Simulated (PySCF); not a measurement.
## CaAs from Hartree–Fock to correlated methods

State: ⁴Σ⁻ (quartet), unpaired electrons σ ↑, π ↑↑. Set-up: PySCF, no relativity, basis sets Ca def2-SVPD, As def2-SVPD. De refers to Ca + As in their high-spin ground configurations, without counterpoise correction. The functionals are run spin-unrestricted. A positive dipole means Ca(−)As(+).

```json
{"Level": "UHF", "Re (Å)": "2.952", "ωe (cm⁻¹)": "210", "De (eV)": "0.61", "μ (D)": "-3.95", "CPU s a point (SCF and correlation, without the integrals)": "0.45"}
{"Level": "UHF-MP2", "Re (Å)": "2.945", "ωe (cm⁻¹)": "198", "De (eV)": "0.62", "μ (D)": "n/a", "CPU s a point (SCF and correlation, without the integrals)": "0.87"}
{"Level": "UHF-SCS-MP2", "Re (Å)": "2.959", "ωe (cm⁻¹)": "194", "De (eV)": "0.55", "μ (D)": "n/a", "CPU s a point (SCF and correlation, without the integrals)": "n/a"}
{"Level": "UHF-CCSD", "Re (Å)": "2.969", "ωe (cm⁻¹)": "188", "De (eV)": "0.55", "μ (D)": "n/a", "CPU s a point (SCF and correlation, without the integrals)": "n/a"}
{"Level": "UHF-CCSD(T)", "Re (Å)": "2.977", "ωe (cm⁻¹)": "184", "De (eV)": "0.60", "μ (D)": "n/a", "CPU s a point (SCF and correlation, without the integrals)": "41"}
{"Level": "PBE", "Re (Å)": "2.861", "ωe (cm⁻¹)": "212", "De (eV)": "1.38", "μ (D)": "-3.04", "CPU s a point (SCF and correlation, without the integrals)": "1.5"}
{"Level": "revPBE", "Re (Å)": "2.882", "ωe (cm⁻¹)": "207", "De (eV)": "1.27", "μ (D)": "-3.04", "CPU s a point (SCF and correlation, without the integrals)": "1"}
{"Level": "BLYP", "Re (Å)": "2.887", "ωe (cm⁻¹)": "205", "De (eV)": "1.26", "μ (D)": "-3.13", "CPU s a point (SCF and correlation, without the integrals)": "1"}
{"Level": "r²SCAN", "Re (Å)": "2.857", "ωe (cm⁻¹)": "221", "De (eV)": "1.50", "μ (D)": "-3.60", "CPU s a point (SCF and correlation, without the integrals)": "2.1"}
{"Level": "TPSSh", "Re (Å)": "2.871", "ωe (cm⁻¹)": "215", "De (eV)": "1.37", "μ (D)": "-3.15", "CPU s a point (SCF and correlation, without the integrals)": "2.3"}
{"Level": "PBE0", "Re (Å)": "2.863", "ωe (cm⁻¹)": "216", "De (eV)": "1.26", "μ (D)": "-3.37", "CPU s a point (SCF and correlation, without the integrals)": "2.4"}
{"Level": "HSE06", "Re (Å)": "2.863", "ωe (cm⁻¹)": "216", "De (eV)": "1.30", "μ (D)": "-3.39", "CPU s a point (SCF and correlation, without the integrals)": "2.3"}
```

Which functional lies closest to UHF-CCSD(T) in De, which farthest, and by how much do they differ from it?

Closest is BLYP (-9.0 pm in Re, +11.4 % in ωe, +0.66 eV in De against UHF-CCSD(T) in the same basis), farthest r²SCAN (-12.0 pm in Re, +20.1 % in ωe, +0.90 eV in De). CCSD(T) converges more slowly with the basis than the functionals do and binds too weakly in this one, so the order can change at the basis-set limit.

What does a quarter of exact exchange do here, going from PBE to PBE0?

PBE0 less PBE: +0.2 pm in Re, +1.9 % in ωe, -0.12 eV in De. Exact exchange removes part of the self-interaction that spreads semilocal densities, and in most molecules shortens and stiffens the bond and lowers De; here Re goes the other way.

What does the step from GGA to meta-GGA do here, going from PBE to r²SCAN?

r²SCAN less PBE: -0.4 pm in Re, +4.2 % in ωe, +0.12 eV in De. 

Correlated steps freeze 14 core orbitals. Correlated levels converge slowly with the basis: in double zeta they bind strong bonds too weakly, by up to about 1 eV, and carry superposition errors of some tenths. Spin–orbit coupling is left out. Counting both spins, an empty level lies below a filled one in some of these solutions, because spin and occupation are held. The state was picked by a PBE0 search and need not be the measured ground state.

The whole job (state search and all levels along the bond) took about 9.9 min on 1 thread of Arm Neoverse N1 (shared host), peak memory 0.95 GiB.
